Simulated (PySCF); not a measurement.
Q: Give a PBE0-D3(BJ)/def2-SVP geometry of `C[NH][GaH2-][NH3+]`.

A: 
```xyz
13
CH9GaN2 angstrom
C      1.9922    0.3772   -0.0557
N      0.9352   -0.5071    0.3525
Ga    -0.6053   -0.8984   -0.6072
N     -1.9552    0.5000    0.3774
H      1.6675    0.9841   -0.9178
H      2.2953    1.0966    0.7341
H      2.9196   -0.1398   -0.3783
H      1.2323   -1.1686    1.0612
H     -1.3279   -2.2427   -0.2003
H     -0.6766   -0.2686   -2.0560
H     -1.9427    0.3245    1.3819
H     -2.9225    0.4630    0.0566
H     -1.6102    1.4482    0.2308
```

Any rigid rotation of these coordinates is as good. Atoms count from 1 in this order. Ga3 (gallium bonded to 2 N and 2 H) is distorted tetrahedral (angles from 97.5° to 123.7°). The Ga–N distances run from 1.857 Å (N2–Ga3, drawn single) to 2.179 Å (Ga3–N4, drawn single), a spread of 0.322 Å. N2 (nitrogen bonded to C, Ga and H) is almost planar (angles 126.4°, 117.8° and 112.6°, sum 356.8°, 0.14 Å off the plane of its three neighbours). N4 (nitrogen bonded to Ga and 3 H) is distorted tetrahedral (angles from 107.3° to 115.0°).

Bonds between heavy atoms (Å): C1–N2 1.437, N2–Ga3 1.857, Ga3–N4 2.179.

Method: PySCF 2.14.0, PBE0-D3(BJ)/def2-SVP geometry optimisation, gas phase.

Point group: C1 (no symmetry element, even within 0.4 Å). No PBE0-D3(BJ)/def2-SVP frequencies stand behind this structure, so it isn't proved a minimum. One conformer, not necessarily the lowest (C1–N2–Ga3–N4 -97°).
